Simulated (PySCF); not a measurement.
# Se: excitation energy

Se [Ar] 3d10 4s2 4p4 (3P) → Se [Ar] 3d10 4s2 4p3 5s1 (5S), as a difference of total energies. Calculation: PySCF 2.14, in aug-cc-pVDZ-DK (6s5p3d, 36 functions); the spin-free X2C one-electron Hamiltonian (Gaussian nucleus). Correlated levels: valence: [Ar] 3d10 frozen. The calculations carry no spin-orbit coupling.

```csv
method,excitation energy (eV),error (eV)
UHF,5.520,-0.337
LDA,6.166,+0.309
PBE,6.056,+0.199
PBE0,6.136,+0.279
r2SCAN,6.334,+0.477
wB97X,6.739,+0.882
PW91,6.087,+0.230
PBEsol,6.062,+0.205
LC-wPBE,6.447,+0.590
MP2 (valence),5.672,-0.185
SCS-MP2 (valence),5.810,-0.047
```

Reference: 5.857 eV (measured; NIST levels, between the centres of gravity of the two terms).

Errors of the correlated levels include the incompleteness of this basis and the frozen core.
